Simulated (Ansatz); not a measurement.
Diatomic ZnSe, multiplicity 3 (an upper state: multiplicity 1 came lower at CCSD(T)/def2-TZVPP on PBE0 minima). No spin–orbit coupling. Zn is treated without relativity. Se is treated without relativity.

Seven points along R, fitted to fifth degree in 1/R; most abundant isotopes. In def2 and cc sets the state is the lowest found near the PBE0 minimum, followed along R.

The values were computed with Ansatz (Gaussian basis) for Hartree–Fock, density functionals and correlated methods. Each number belongs to the level named beside it.

Energies at PBE/def2-TZVPP:

| R (Å) | E (hartree) |
|---|---|
| 2.223637 | -4180.28856854 |
| 2.283412 | -4180.29163978 |
| 2.338405 | -4180.29322538 |
| 2.400571 | -4180.29390333 |
| 2.462738 | -4180.29367195 |
| 2.534468 | -4180.29257312 |
| 2.618153 | -4180.29052440 |

With a reduced mass of 35.5172 u, find the minimum, the force constant and the constants.

A fifth-degree polynomial in 1/R puts the minimum at r_e = 2.4134 Å with force constant 96.3 N/m. Then ω_e = (1/2πc)√(k/μ) = 215 cm⁻¹ and B_e = h/(8π²cμr_e²) = 0.08149 cm⁻¹; the cubic and quartic terms give α_e = 0.00050 and ω_e x_e = 1.2 cm⁻¹.

Ansatz is an electronic-structure program.
